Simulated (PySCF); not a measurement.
SeF₄: one-bond stretch

Computed with PBE in PySCF with Se def2-TZVP, F def2-TZVP; no relativity; density-fitted integrals.

Rigid scan from the singlet minimum (Se–F 1.729 Å (×2), Se–F 1.811 Å (×2); F–Se–F 87.1° (×4), F–Se–F 100.0°, F–Se–F 171.1°). Coordinate: the bond from Se to the last atom (F) scaled, the rest fixed. Energies in kJ/mol from the minimum.

Q: Predict the curve at 0.92, 0.96, 1.00, 1.05, 1.12, 1.20, 1.35, 1.55, 1.80, 2.20.

A: 
```
scale of one bond  E (kJ/mol)  dipole size (D)
             0.92        30.8             1.49
             0.96         6.7             1.58
             1.00         0.0             1.73
             1.05         7.7             1.97
             1.12        36.2             2.36
             1.20        80.5             2.83
             1.35       169.4             3.62
             1.55       268.8                –
             1.80       351.5                –
             2.20       416.9                –
```

At long bonds a restricted determinant can lie too high, and another spin state can fall below this curve.

Other isomers or separated fragments may lie lower.

The scan took 2.7 min on 4 threads of a shared Intel Xeon Platinum 8259CL @ 2.50GHz (Skylake/Cascade Lake) host; the process peaked at 1.8 GiB.
